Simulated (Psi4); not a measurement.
A dimer, C2H2 ··· H3B (SMILES C#C and B), singlet; the first 4 atoms form monomer A.

```
8

C     -0.5661    -0.1927     0.0211
C      0.5662     0.1926    -0.0211
H     -1.5716    -0.5347     0.0586
H      1.5715     0.5347    -0.0586
B      3.5086     1.1310    -0.2539
H      3.8471    -0.0013    -0.3870
H      3.2211     1.7817    -1.2070
H      3.4578     1.6127     0.8323
```

Task: What interaction energy does SAPT0/jun-cc-pVDZ, frozen core (Psi4) give, and which attractive term is the largest?

Result: Total 4.21 kcal/mol: electrostatics 3.75, exchange 4.04, induction -1.67, dispersion -1.91. The most attractive term is dispersion.
